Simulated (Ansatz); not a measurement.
Diatomic ScF, multiplicity 3 (not the ground state: that is measured with 2S+1 = 1). No spin–orbit coupling. Sc is treated without relativity.

Constants: fifth-degree fit in 1/R to seven points, most abundant isotopes. In def2 and cc sets the state is the lowest found near the PBE0 minimum, followed along R.

Run with Ansatz (a program for electronic structure). 

Energies at PBE/def2-TZVPP:

| R (Å) | E (hartree) |
|---|---|
| 1.711421 | -860.28616289 |
| 1.757427 | -860.29113214 |
| 1.799753 | -860.29349279 |
| 1.847599 | -860.29411497 |
| 1.895445 | -860.29301153 |
| 1.950652 | -860.29008998 |
| 2.015060 | -860.28503706 |

With a reduced mass of 13.3547 u, find the minimum, the force constant and the constants.

A fifth-degree polynomial in 1/R puts the minimum at r_e = 1.8391 Å with force constant 342 N/m. Then ω_e = (1/2πc)√(k/μ) = 659 cm⁻¹ and B_e = h/(8π²cμr_e²) = 0.3732 cm⁻¹; the cubic and quartic terms give α_e = 0.0027 and ω_e x_e = 3.4 cm⁻¹.
